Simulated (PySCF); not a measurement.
Precursor series Zn CH3-Br. All species are isolated molecules in the gas phase. One relaxed conformer stands for each flexible species; it need not be the lowest.

The LUMO from two functionals at the same geometries (PBE-D3(BJ)/def2-SVP), both in PySCF: PBE-D3(BJ)/def2-TZVP and B3LYP-D3(BJ)/def2-TZVP. B3LYP has the VWN-RPA correlation part, as in Gaussian. 

```tsv
species	PBE-D3(BJ)/def2-TZVP (eV)	B3LYP-D3(BJ)/def2-TZVP (eV)
0 of 2 CH3 replaced by Br	-0.54	-0.10
1 of 2 CH3 replaced by Br ([Zn(CH3)(Br)])	-1.44	-0.94
2 of 2 CH3 replaced by Br ([Zn(Br)2])	-2.74	-2.18
```

Over these rows, drawn at random from the members with no instability flagged (it was tested for open shells, ions and some series alone), PBE minus B3LYP-D3(BJ): mean -0.50 eV, from -0.57 eV to -0.44 eV.
